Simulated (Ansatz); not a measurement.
Start from `[F][Sn]([F])([Cl])[Cl]` and change one atom or group to get `[F][Sn]([F])([F])[Cl]`.

Ansatz, PBE0-D4/def2-TZVP geometries, multiplicity 1. 

Elements past krypton have def2 core potentials.

```json
{"property": "LUMO energy (ωB97M-V/def2-TZVPP) / eV", "`[F][Sn]([F])([Cl])[Cl]`": "-1.14"}
{"property": "HOMO–LUMO gap (ωB97M-V/def2-TZVPP) / eV", "`[F][Sn]([F])([Cl])[Cl]`": "11.35"}
{"property": "HOMO energy (B3LYP/def2-TZVPP) / eV", "`[F][Sn]([F])([Cl])[Cl]`": "-9.92"}
{"property": "HOMO–LUMO gap (B3LYP/def2-TZVPP) / eV", "`[F][Sn]([F])([Cl])[Cl]`": "6.32"}
{"property": "LUMO energy (B3LYP/def2-TZVPP) / eV", "`[F][Sn]([F])([Cl])[Cl]`": "-3.60"}
{"property": "HOMO energy (PBE/def2-TZVPP) / eV", "`[F][Sn]([F])([Cl])[Cl]`": "-8.73"}
```

(1) Give the same properties after the change, and the shifts. (Best estimate.)

Answers

(1) The calculation gave: 
```csv
property,`[F][Sn]([F])([F])[Cl]`,shift
LUMO energy (ωB97M-V/def2-TZVPP) / eV,-1.24,-0.10
HOMO–LUMO gap (ωB97M-V/def2-TZVPP) / eV,11.72,0.37
HOMO energy (B3LYP/def2-TZVPP) / eV,-10.34,-0.42
HOMO–LUMO gap (B3LYP/def2-TZVPP) / eV,6.58,0.26
LUMO energy (B3LYP/def2-TZVPP) / eV,-3.76,-0.16
HOMO energy (PBE/def2-TZVPP) / eV,-9.09,-0.36
```

With PBE0 the HOMO falls by 0.41 eV and the LUMO falls by 0.13 eV, so the gap widens by about 0.28 eV. PBE moves the HOMO by -0.36 eV and ωB97M-V by -0.47 eV.

B3LYP here is the variant with VWN-RPA as its local correlation; programs differ in this.
